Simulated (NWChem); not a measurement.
Species: CBrCl3; SMILES ClC(Cl)(Cl)Br

All runs: NWChem. Geometry: optimised at PBE0/def2-SVP. Level: M05-2X/def2-SVP with SMD (1 M gas to 1 M solution), gas-phase geometry.

### Question
Predict the results for solvent dichloromethane. Quantities: solvation free energy (kcal/mol); cavity-dispersion-structure term (kcal/mol); dipole in solution (D).

### Answer
```
Quantity                                     Value
-------------------------------------------  -----
solvation free energy (kcal/mol)              -4.5
cavity-dispersion-structure term (kcal/mol)   -4.2
dipole in solution (D)                        0.12
```
